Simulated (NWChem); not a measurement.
System: Si2H5SCl; SMILES [SiH2](Cl)S[SiH3]

```xyz
9

Si    -1.0253     1.7478     0.1727
S      0.9619     1.0993    -0.4336
Si     0.9125    -0.8671     0.4266
Cl    -0.7295    -1.9597    -0.2531
H     -2.0732     1.2711    -0.7890
H     -1.3294     1.2326     1.5521
H     -0.9789     3.2473     0.1738
H      0.7978    -0.8088     1.9203
H      2.1741    -1.5460    -0.0077
```
Atoms are numbered in this order, from 1.

Program: NWChem. Pople sets run with spherical d functions. Geometry: optimised at PBE-D3(BJ)/def2-SVP. Level PBE/6-31G*: energy and gradient on several grids; changes count from the extra-fine grid, which is no exact limit either.

```csv
grid,size of the energy change (μHa),largest change of a gradient component (μHa/bohr),"time, medium = 1 (rough)"
xcoarse,2000,500,about 1
coarse,100,80,about 1
medium,10,80,about 1
fine,< 10,< 30,about 1
xfine,< 10,< 30,2
```
